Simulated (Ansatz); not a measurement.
Gas-phase electronic energies from Ansatz, PBE0-D4/def2-TZVP geometries. CCSD(T)/CBS is the MP2 limit (def2-TZVPP, def2-QZVPP) plus CCSD(T) − MP2 in def2-TZVPP, frozen cores. This one scheme is used for every species, atoms too. Functionals use def2-TZVPP. B3LYP here is the variant with VWN-RPA as its local correlation; programs differ in this. No spin–orbit coupling; open shells (•) take unrestricted orbitals. Spin–orbit coupling would lower the free atoms: a little for Cl, O, S, Si. Each species was taken in one conformer, which may not be the lowest.

Consider the atomization: `O[SiH](O)S[SiH](O)Cl` → Cl• + 5 H• + 3 O• + S• + 2 Si•.

`O[SiH](O)S[SiH](O)Cl`:

Cartesian coordinates in Å:
```
O -2.197 1.380 -1.556
Si -1.164 0.934 -0.384
O -2.035 0.399 0.886
S 0.097 -0.639 -1.157
Si 1.701 -0.542 0.211
O 2.657 -1.843 0.020
Cl 0.966 -0.470 2.151
H -2.961 0.824 -1.716
H -0.320 2.103 -0.069
H -1.552 -0.079 1.565
H 2.557 0.644 0.059
H 2.250 -2.711 -0.009
```

```csv
species,B3LYP-D4 energy (Eh)
`O[SiH](O)S[SiH](O)Cl`,-1666.58224
Cl•,-460.16701
H•,-0.50215
O•,-75.09627
S•,-398.13240
Si•,-289.39209
```

Problem. Work out ΔE.

Solution. ΔE = 5 × (-0.50215) + 3 × (-75.09627) + 2 × (-289.39209) + (-460.16701) + (-398.13240) − (-1666.58224) = 1.69909 Eh = +4461.0 kJ/mol. CCSD(T)/CBS gives +4534.8 kJ/mol.

Largest T1 diagnostic among the species: 0.012.

From r2SCAN to r2SCAN0 (25 % exact exchange), in def2-TZVPP and without D4, ΔE moves by −98.8 kJ/mol: exact exchange takes away binding that semilocal exchange gives to molecules. The D4 term adds +66.8 kJ/mol with B3LYP and +35.3 kJ/mol with PBE0; it sums over pairs of atoms, weighted by their polarisabilities, and B3LYP, whose exchange is more repulsive, gets the larger term.

For atomizations the MP2-based limit and the directly extrapolated one differ by several kJ/mol either way, and by 10 to 25 for some Ge, Se and Sn compounds, so smaller differences from it don't rank the levels.
